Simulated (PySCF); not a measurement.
These 3 structures share the formula C5H10O3. Method used: PBE0-D3(BJ)/def2-SVP geometry optimisation, gas phase (PySCF 2.14.0). One conformer each; no zero-point energy, no entropy. No frequencies were run at this level. Point groups hold within 0.08 Å.

Question: Rank from lowest to highest electronic energy at this level (kcal/mol).
A. `[CH3:1][CH2:2][O:3][CH2:4][CH2:5][C:6](=[O:7])[OH:8]` with C1–C2–O3–C4 73°, C2–O3–C4–C5 175°, O3–C4–C5–C6 179°, C4–C5–C6–O7 -4°, C5–C6–O8–H 179° (3-ethoxypropionic acid)
B. `[CH3:1][CH2:2][O:3][CH2:4][C:5](=[O:6])[O:7][CH3:8]` with C1–C2–O3–C4 179°, C2–O3–C4–C5 -75°, O3–C4–C5–O6 1°, C4–C5–O7–C8 180°
C. `[CH3:1][CH2:2][CH:3]1[O:4][CH2:5][O:6][CH2:7][O:8]1` with C1–C2–C3–O4 60°, C2–C3–O4–C5 176°, C3–O4–C5–O6 -57°, O4–C5–O6–C7 57°, C5–O6–C7–O8 -57°

Answer: A (0.0), B (11.6), C (14.8).

As drawn, the lowest has a C=O bond, an O–H bond and a C(=O)–O unit, which the highest lacks.

```tsv
SMILES	E (Eh)	E rel (kcal/mol)	dipole (D)	point group	A, B, C (MHz)
CCOCCC(=O)O	-421.46076	0.0	0.35	C1	5986, 786.8, 729.1
CCOCC(=O)OC	-421.44227	11.6	2.19	C1	6132, 939.6, 865.8
CCC1OCOCO1	-421.43721	14.8	1.75	C1	4587, 1489, 1200
```
